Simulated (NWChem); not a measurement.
silicon monosulfide (SiS, singlet); SMILES [Si]=S

Program: NWChem. Low-valent species are run as closed-shell singlets; no triplet was tried in these runs. Geometry: optimised at PBE0/def2-SVP.

For level LDA (Slater exchange, VWN5)/def2-TZVPD:

```yaml
highest occupied level (eV): -7.05
orbital gap (eV): 3.76
dipole (D): 1.58
```

Q: What are these values for level Hartree-Fock/def2-TZVPD?

A: 
| Item | Result |
|---|---|
| highest occupied level (eV) | -10.55 |
| orbital gap (eV) | 11.11 |
| dipole (D) | 2.33 |
